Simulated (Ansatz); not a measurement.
Cost and result for the atomization energy of `NB[SiH2][SeH]` (10 atoms, 9 bonds).

```xyz
10

N     1.529   -0.094   -0.988
B     0.292    0.501   -0.798
Si   -0.600    0.444    1.004
Se   -2.451   -0.913    0.892
H     1.996   -0.118   -1.880
H     2.054   -0.538   -0.252
H    -0.244    1.009   -1.742
H    -1.171    1.749    1.434
H     0.313   -0.031    2.087
H    -1.718   -2.008    0.244
```

The species carries charge 0 and has multiplicity 1. Correlated methods include outer-core shells of Se, which these sets cover unevenly. Scalar relativity is left out up to krypton. The structure was optimised at the PBE0-D4/def2-TZVP level. It is one conformer, not always the lowest. Program: Ansatz. All runs use 4 threads of an Arm Neoverse V1 on a shared host. Times are those of one run each, without the atoms' runs, and a repeat can differ threefold. Electronic energies, without spin–orbit coupling; frozen cores. CCSD(T)/CBS adds CCSD(T) − MP2 in def2-TZVPP to the MP2 limit, and its time is that of the two runs behind it. T1 = 0.012. With those shells the extrapolation isn't a true limit. B3LYP takes the VWN-RPA correlation (the form of Gaussian; ORCA's B3LYP/G).

CCSD(T)/CBS is a level of theory with its own doubt, some kJ/mol a heavy atom from the limit and from the frozen cores, so smaller differences don't rank the functionals.

| level | functions | wall time | atomization (kcal/mol) | difference from CCSD(T)/CBS | per bond |
| --- | --- | --- | --- | --- | --- |
| PBE-D4/def2-TZVPP (with forces) | 236 | 2.5 s | 784.1 | 9.3 | 1.0 |
| PBE0-D4/def2-TZVPP | 236 | 3.2 s | 773.8 | -1.0 | -0.1 |
| B3LYP-D4/def2-TZVPP (with forces) | 236 | 4.6 s | 778.1 | 3.3 | 0.4 |
| r2SCAN-D4/def2-TZVPP (with forces) | 236 | 4.8 s | 776.6 | 1.8 | 0.2 |
| B2PLYP/def2-TZVPP | 236 | 5.5 s | 766.0 | -8.8 | -1.0 |
| ωB97X-V/def2-TZVPP | 236 | 8 s | 780.1 | 5.3 | 0.6 |
| ωB97M-V/def2-TZVPP (with forces) | 236 | 12 s | 776.4 | 1.6 | 0.2 |
| MP2/def2-QZVPP | 453 | 22 s | 769.1 | -5.7 | -0.6 |
| CCSD(T)/def2-TZVPP | 236 | 2.3 min | 752.3 | -22.5 | -2.5 |
| CCSD(T)/CBS(def2) | – | 2.7 min | 774.8 | 0.0 | 0.0 |

The D4 term adds +8.1 kcal/mol with B3LYP and +4.2 kcal/mol with PBE0; it sums over pairs of atoms, weighted by their polarisabilities, and B3LYP, whose exchange is more repulsive, gets the larger term. In def2-TZVPP, CCSD(T) changes the Hartree–Fock value by +189.2 kcal/mol (the triples alone add +10.5 kcal/mol) and MP2 by +192.8 kcal/mol; breaking electron pairs costs correlation energy, which Hartree–Fock lacks. From PBE to PBE0 (25 % exact exchange), in def2-TZVPP and without D4, the atomization energy moves by −9.6 kcal/mol: exact exchange takes away binding that semilocal exchange gives to molecules.
